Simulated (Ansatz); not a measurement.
Gas-phase electronic energies from Ansatz, PBE0-D4/def2-TZVP geometries. CBS: MP2 limit from def2 TZ/QZ plus the TZ coupled-cluster correction, frozen cores. This one scheme is used for every species. DFT in def2-TZVPP. B3LYP here is the variant with VWN-RPA as its local correlation; programs differ in this. def2 core potentials past Kr. For In outer-core shells are correlated without core-valence functions, which leaves a few kJ/mol of doubt a bond.

`C#[C][In]([F])[Cl]` + H₂ → `[F][InH][Cl]` + `C#C`  (hydrogenolysis of the In–C bond)

`C#[C][In]([F])[Cl]`:

Cartesian coordinates in Å:
```
C -1.702 0.229 1.115
C -0.687 0.102 0.476
In 1.025 -0.121 -0.624
F 2.747 0.328 0.131
Cl 1.215 -0.880 -2.780
H -2.599 0.343 1.682
```

H₂:

Cartesian coordinates in Å:
```
H 0.238 0.228 0.175
H -0.238 -0.228 -0.175
```

`[F][InH][Cl]`:

Cartesian coordinates in Å:
```
F 0.664 -0.016 1.756
In -0.128 0.152 -0.007
Cl 0.717 -1.494 -1.381
H -1.253 1.358 -0.367
```

`C#C`:

Cartesian coordinates in Å:
```
C 0.003 -0.033 0.598
C -0.003 0.033 -0.598
H 0.009 -0.092 1.661
H -0.009 0.092 -1.661
```

Q: Is it downhill or uphill in electronic energy at CCSD(T)/CBS, and by how much? (Estimate.)

A: Ansatz gave: Nearly level: ΔE = -0.01 eV.

Q: What do these levels give: PBE0-D4, r2SCAN0-D4, CAM-B3LYP-D4, B2PLYP, BLYP, r2SCAN, B3LYP, BHLYP, CCSD(T)/def2-SVP, SCS-MP2/def2-TZVPP, CCSD/def2-TZVPP, MP2/CBS(def2)? (Estimate.)

A: Computed: PBE0-D4 -0.11, r2SCAN0-D4 -0.10, CAM-B3LYP-D4 -0.14, B2PLYP -0.07, BLYP -0.17, r2SCAN -0.09, B3LYP -0.18, BHLYP -0.18, CCSD(T)/def2-SVP -0.06, SCS-MP2/def2-TZVPP 0.05, CCSD/def2-TZVPP -0.04, MP2/CBS(def2) 0.07 eV.

Largest T1 diagnostic among the species: 0.015.

Leaving LDA and LC-ωPBE aside and taking each functional with its dispersion term where it has one, the values, not all of them listed here, spread over 0.14 eV, from B97M-V to PBE-QIDH. LDA lies −0.07 eV from PBE without D4. In def2-TZVPP, CCSD(T) changes the Hartree–Fock value by +0.20 eV (the triples alone add +0.05 eV) and MP2 by +0.29 eV.
